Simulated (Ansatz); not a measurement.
Steps of a relaxation of CH₅NZn, SMILES `C[NH][ZnH]` with RKS PBE-D4/def2-SVP.

```sh
$ ansatz run in.yaml --threads 2 --pin off --events-out ev --progress --plain --max-ram 4352MiB
```

```yaml
crystal:
  periodic: [false, false, false]
  atoms:
    - {symbol: C, position_ang: [-0.602600, 0.631000, -0.155400]}
    - {symbol: N, position_ang: [0.494400, 0.284800, 0.633000]}
    - {symbol: Zn, position_ang: [0.685200, -1.853300, 0.766700]}
    - {symbol: H, position_ang: [-0.474000, 0.281200, -1.199700]}
    - {symbol: H, position_ang: [-1.571800, 0.259600, 0.275400]}
    - {symbol: H, position_ang: [-0.725800, 1.799000, -0.209700]}
    - {symbol: H, position_ang: [1.378900, 0.684800, 0.181400]}
    - {symbol: H, position_ang: [0.907800, -2.144100, -0.347500]}
basis:
  gaussian: {orbitals: def2-SVP}
hamiltonian: {xc: pbe, dispersion: d4}
relax: {f_tol: 0.03, max_steps: 200}
```

Positions (Å) and forces (eV/Å) along the path, 15 of 15 steps:

```xyz
8
step=1 energy=-51004.1833 eV
C    -0.603    0.631   -0.155   -1.164    2.091   -0.268
N     0.494    0.285    0.633    2.656   -2.195    1.053
Zn    0.685   -1.853    0.767   -2.076    6.017    9.482
H    -0.474    0.281   -1.200   -0.584   -0.028   -0.586
H    -1.572    0.260    0.275    0.229    0.032   -0.309
H    -0.726    1.799   -0.210   -0.211   -1.223   -0.158
H     1.379    0.685    0.181   -1.013   -0.665    0.953
H     0.908   -2.144   -0.347    2.164   -4.030  -10.166
8
step=2 energy=-51006.3319 eV
C    -0.600    0.657   -0.150   -0.669    0.805   -0.388
N     0.509    0.270    0.655    1.048   -0.907    0.979
Zn    0.697   -1.680    0.760   -0.577    3.927    1.904
H    -0.522    0.304   -1.211   -0.313    0.033   -0.209
H    -1.565    0.271    0.262    0.124    0.028   -0.099
H    -0.750    1.789   -0.216    0.079   -0.608    0.071
H     1.386    0.660    0.244   -0.395   -0.277    0.466
H     0.936   -2.329   -0.399    0.703   -3.002   -2.724
8
step=3 energy=-51007.1279 eV
C    -0.603    0.671   -0.148   -0.360    0.153   -0.370
N     0.513    0.286    0.688    0.004    0.816    0.695
Zn    0.703   -1.522    0.702    0.217   -0.102   -0.818
H    -0.539    0.316   -1.217   -0.142    0.085    0.053
H    -1.563    0.272    0.255    0.062    0.030   -0.006
H    -0.752    1.779   -0.205    0.055   -0.048    0.059
H     1.380    0.660    0.282    0.093    0.168    0.170
H     0.954   -2.519   -0.412    0.072   -1.104    0.216
8
step=4 energy=-51007.4406 eV
C    -0.615    0.709   -0.144   -0.375   -0.018   -0.339
N     0.495    0.304    0.700    0.044    0.452    0.544
Zn    0.714   -1.503    0.574    0.243   -0.280   -0.708
H    -0.554    0.364   -1.213   -0.112    0.130   -0.025
H    -1.562    0.284    0.254   -0.052    0.098   -0.001
H    -0.770    1.814   -0.187    0.076   -0.010    0.102
H     1.367    0.661    0.290    0.169    0.330    0.101
H     1.016   -2.690   -0.329    0.007   -0.702    0.326
8
step=5 energy=-51007.6859 eV
C    -0.643    0.723   -0.150   -0.243    0.377   -0.085
N     0.457    0.265    0.692    0.172    0.277    0.181
Zn    0.781   -1.512    0.417    0.217   -0.537   -0.518
H    -0.641    0.354   -1.209   -0.082    0.093   -0.099
H    -1.614    0.398    0.289    0.017    0.060   -0.038
H    -0.691    1.845   -0.217    0.012   -0.306    0.094
H     1.330    0.723    0.385   -0.054    0.230    0.127
H     1.112   -2.853   -0.263   -0.038   -0.193    0.338
8
step=6 energy=-51007.8170 eV
C    -0.657    0.748   -0.157   -0.066    0.030   -0.063
N     0.457    0.242    0.653    0.349   -0.046   -0.289
Zn    0.843   -1.535    0.278    0.073   -0.270   -0.095
H    -0.686    0.427   -1.233   -0.013    0.101    0.021
H    -1.621    0.418    0.286   -0.068   -0.005    0.004
H    -0.695    1.861   -0.176    0.036   -0.012    0.092
H     1.312    0.787    0.432   -0.260   -0.012    0.135
H     1.139   -3.006   -0.139   -0.051    0.214    0.195
8
step=7 energy=-51007.8901 eV
C    -0.683    0.785   -0.175   -0.004   -0.022   -0.064
N     0.450    0.175    0.509    0.378   -0.066   -0.048
Zn    0.891   -1.600    0.263   -0.129   -0.119   -0.141
H    -0.744    0.606   -1.282   -0.003    0.142    0.035
H    -1.643    0.413    0.244   -0.036   -0.008    0.033
H    -0.685    1.891   -0.025   -0.060   -0.089   -0.028
H     1.287    0.766    0.389   -0.142   -0.021    0.069
H     1.219   -3.094    0.021   -0.005    0.184    0.145
8
step=8 energy=-51007.9276 eV
C    -0.681    0.786   -0.184    0.118    0.003    0.027
N     0.496    0.162    0.409   -0.175   -0.103   -0.036
Zn    0.880   -1.618    0.221    0.005   -0.010    0.008
H    -0.754    0.729   -1.300   -0.007    0.050   -0.034
H    -1.622    0.339    0.211    0.037   -0.028    0.014
H    -0.725    1.867    0.073   -0.058    0.016    0.024
H     1.302    0.790    0.373    0.082    0.080   -0.031
H     1.196   -3.112    0.142   -0.003   -0.008    0.029
8
step=9 energy=-51007.9488 eV
C    -0.670    0.804   -0.187   -0.150   -0.141    0.100
N     0.526    0.163    0.332    0.166    0.224   -0.098
Zn    0.870   -1.632    0.247   -0.029    0.016   -0.015
H    -0.734    0.922   -1.301    0.056   -0.014    0.009
H    -1.565    0.213    0.115   -0.022    0.072   -0.074
H    -0.829    1.825    0.237    0.067   -0.069    0.038
H     1.342    0.783    0.230   -0.087   -0.109    0.018
H     1.153   -3.136    0.272   -0.001    0.021    0.022
8
step=10 energy=-51007.9442 eV rejected
C    -0.677    0.806   -0.186    0.054    0.303   -0.170
N     0.552    0.159    0.250   -0.010    0.154   -0.095
Zn    0.871   -1.641    0.248   -0.023   -0.001    0.045
H    -0.725    1.060   -1.299   -0.025   -0.128    0.591
H    -1.548    0.147    0.034    0.026    0.112   -0.089
H    -0.871    1.776    0.371    0.084   -0.447   -0.268
H     1.359    0.785    0.140   -0.092   -0.099    0.013
H     1.131   -3.150    0.387   -0.012    0.106   -0.028
8
step=11 energy=-51007.9553 eV
C    -0.675    0.797   -0.184    0.057    0.076    0.021
N     0.544    0.172    0.296    0.045   -0.110   -0.012
Zn    0.865   -1.627    0.253    0.001    0.017   -0.001
H    -0.724    0.977   -1.290   -0.010    0.006    0.001
H    -1.567    0.182    0.069    0.055   -0.009   -0.005
H    -0.845    1.788    0.299   -0.035    0.003   -0.005
H     1.359    0.786    0.184   -0.105   -0.002   -0.013
H     1.134   -3.132    0.318   -0.007    0.018    0.013
8
step=12 energy=-51007.9571 eV
C    -0.671    0.801   -0.185   -0.023    0.031   -0.009
N     0.556    0.158    0.242   -0.040    0.256   -0.023
Zn    0.861   -1.624    0.261    0.067   -0.361    0.022
H    -0.723    1.061   -1.275    0.003   -0.001    0.010
H    -1.547    0.148    0.017   -0.003   -0.010   -0.003
H    -0.870    1.751    0.370    0.008   -0.009    0.004
H     1.363    0.779    0.131    0.007    0.017    0.004
H     1.124   -3.131    0.382   -0.018    0.077   -0.005
8
step=13 energy=-51007.9595 eV
C    -0.671    0.805   -0.186   -0.028   -0.001    0.006
N     0.562    0.160    0.222   -0.042    0.021   -0.019
Zn    0.864   -1.635    0.263    0.007   -0.033    0.017
H    -0.725    1.094   -1.270    0.001   -0.013    0.051
H    -1.539    0.134   -0.002    0.014    0.033   -0.018
H    -0.882    1.738    0.396    0.022   -0.056   -0.028
H     1.366    0.784    0.113    0.033    0.015    0.000
H     1.117   -3.138    0.407   -0.007    0.034   -0.009
8
step=14 energy=-51007.9595 eV
C    -0.673    0.802   -0.187    0.040    0.052   -0.003
N     0.565    0.160    0.201    0.031   -0.062    0.012
Zn    0.865   -1.635    0.276   -0.008    0.035   -0.018
H    -0.727    1.112   -1.263   -0.014    0.005   -0.004
H    -1.543    0.131   -0.019    0.032   -0.017    0.009
H    -0.879    1.721    0.414   -0.032    0.018   -0.005
H     1.371    0.786    0.105   -0.053   -0.014   -0.002
H     1.113   -3.134    0.417    0.004   -0.017    0.011
8
step=15 energy=-51007.9600 eV
C    -0.671    0.805   -0.187    0.002    0.000   -0.001
N     0.566    0.157    0.197   -0.001    0.000    0.001
Zn    0.863   -1.636    0.273    0.003    0.002    0.000
H    -0.728    1.121   -1.261   -0.002    0.001    0.000
H    -1.537    0.127   -0.022   -0.001   -0.001   -0.001
H    -0.884    1.719    0.419   -0.001    0.001    0.001
H     1.369    0.785    0.101    0.001   -0.002   -0.001
H     1.113   -3.135    0.425   -0.002   -0.002    0.000
```

Run time 16 s (2 threads of an Intel Xeon 6975P-C on a shared host); peak host memory 0.15 GiB.
